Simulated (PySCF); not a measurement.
**Radial density of Ag(33+) (silver, charge +33)**

UHF, [Ne] 3s2 3p2, high-spin 3P determinant. Calculation: PySCF 2.14, in an even-tempered Gaussian basis (18 s from 5 bohr⁻², ratio 2.5; 12 p from 6.5 bohr⁻², ratio 2.5; 5 d from 27 bohr⁻², ratio 2.7; 4 f from 41 bohr⁻², ratio 2.7); the spin-free X2C one-electron Hamiltonian (Gaussian nucleus).

```csv
r (bohr),4πr²ρ (e/bohr),4πr²(ρα − ρβ)
0.0256,58.65,0.6089
0.0431,49.01,1.8935
0.0724,63.58,2.8978
0.122,59.78,0.3863
0.205,20.30,3.5554
0.345,14.99,7.0360
0.580,1.303,0.6335
0.975,0.003208,0.0011
```

Densities and radii are taken from the X2C orbitals without a picture-change correction, which distorts them close to the nucleus.

Spin-orbit coupling is strong in this species (close to jj coupling), so the high-spin LS determinant is a model state, not a physical level.
